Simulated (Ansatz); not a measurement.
Ideal-gas functions of GeH$_{5}$NOSi, SMILES `N[SiH]1[O][GeH2]1` at 800 K and 1 bar, from an Ansatz frequency run at PBE0-D4/def2-TZVP.

Molar mass 135.74 g/mol, point group C1 (symmetry number 1), electronic degeneracy 1, moments of inertia 49.197, 250.066, 264.971 u Å². Harmonic wavenumbers (cm⁻¹, unscaled): 154, 213, 288, 341, 355, 405, 497, 590, 637, 717, 731, 861, 886, 906, 1012, 1572, 2114, 2126, 2237, 3620, 3723.

Use S(trans) = R[1.5 ln M + 2.5 ln T − 1.1517]; rotational temperatures θ = 24.2544 K / I; S(rot) = R[ln(√π/σ · √(T³/θAθBθC)) + 1.5]; for each mode x = 1.438777 ν̃/T, S = R[x/(eˣ − 1) − ln(1 − e⁻ˣ)] and H = RT x/(eˣ − 1); 1 cm⁻¹ = 0.0119627 kJ/mol; R = 8.31446 J/(mol·K).

Task: By hand: the entropy, in J/(mol·K).

Result: Translation 190.6. Rotation: θ = 0.493, 0.097, 0.0915 K, giving 123.2. Vibration, mode by mode: 19.02, 16.34, 13.88, 12.51, 12.18, 11.13, 9.52, 8.20, 7.62, 6.75, 6.61, 5.46, 5.27, 5.12, 4.40, 1.99, 0.91, 0.89, 0.76, 0.09, 0.08, in all 148.7. Electronic 0.0. Sum 462.5 J/(mol·K).

Task: By hand: H − E and G − E in kJ/mol, counted from the electronic energy.

Result: Zero-point energy ½ × 23985 × 0.0119627 = 143.5; thermal vibration 61.7; translation, rotation and pV give 4 RT = 26.6. H − E = 231.8 kJ/mol, and G − E = 231.8 − 800 × 462.5/1000 = -138.2 kJ/mol.

Vibration gives 32 % of the entropy. The sum counts one conformer and one mirror image; others add a mixing term.
